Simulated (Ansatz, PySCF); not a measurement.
Spin states of CrO3 (SMILES [O]=[Cr](=[O])=[O]), each relaxed with B3LYP-D3(BJ)/def2-TZVP.
State 1 (charge 0, multiplicity 1):
```xyz
4

Cr     0.132    -0.100    -0.187
O     -1.109    -1.067    -0.087
O     -0.148     1.296    -0.864
O      1.067    -0.062     1.082
```
State 2 (charge 0, multiplicity 3):
```json
[
 {"atom": "Cr", "x (Å)": "0.1160", "y (Å)": "-0.1252", "z (Å)": "-0.1359"},
 {"atom": "O", "x (Å)": "-1.1098", "y (Å)": "-1.1122", "z (Å)": "-0.0788"},
 {"atom": "O", "x (Å)": "-0.1563", "y (Å)": "1.3999", "z (Å)": "-0.9409"},
 {"atom": "O", "x (Å)": "1.0922", "y (Å)": "-0.0955", "z (Å)": "1.0995"}
]
```

Singlets are restricted, other states unrestricted; no spin–orbit coupling, no relativity up to Kr; see below for the cores. The largest T1 diagnostic is 0.123.

Codes used: Ansatz (a quantum-chemistry and plane-wave program); PySCF for the dispersion terms. Values without a source in brackets are computed.

```json
[
 {"level": "PBE-D3(BJ)/def2-TZVPP", "energy of the multiplicity-3 state less that of the multiplicity-1 state (eV)": "1.347"},
 {"level": "BLYP-D3(BJ)/def2-TZVPP", "energy of the multiplicity-3 state less that of the multiplicity-1 state (eV)": "1.205"},
 {"level": "B97M-V/def2-TZVPP", "energy of the multiplicity-3 state less that of the multiplicity-1 state (eV)": "___"},
 {"level": "B3LYP-D4/def2-TZVPP", "energy of the multiplicity-3 state less that of the multiplicity-1 state (eV)": "___"},
 {"level": "PBE0/def2-TZVPP", "energy of the multiplicity-3 state less that of the multiplicity-1 state (eV)": "0.815"},
 {"level": "PBE0-D3(BJ)/def2-TZVPP", "energy of the multiplicity-3 state less that of the multiplicity-1 state (eV)": "0.816"},
 {"level": "BHLYP/def2-TZVPP", "energy of the multiplicity-3 state less that of the multiplicity-1 state (eV)": "-0.116"},
 {"level": "BHLYP-D4/def2-TZVPP", "energy of the multiplicity-3 state less that of the multiplicity-1 state (eV)": "-0.114"},
 {"level": "wB97X-V/def2-TZVPP", "energy of the multiplicity-3 state less that of the multiplicity-1 state (eV)": "0.821"}
]
```

Some entries are withheld; supply them.


- B97M-V/def2-TZVPP, energy of the multiplicity-3 state less that of the multiplicity-1 state (eV): 0.996
- B3LYP-D4/def2-TZVPP, energy of the multiplicity-3 state less that of the multiplicity-1 state (eV): 0.868

Doubts at one or more of the structures used: a spin-contaminated determinant (BHLYP/def2-TZVPP, BHLYP-D4/def2-TZVPP).
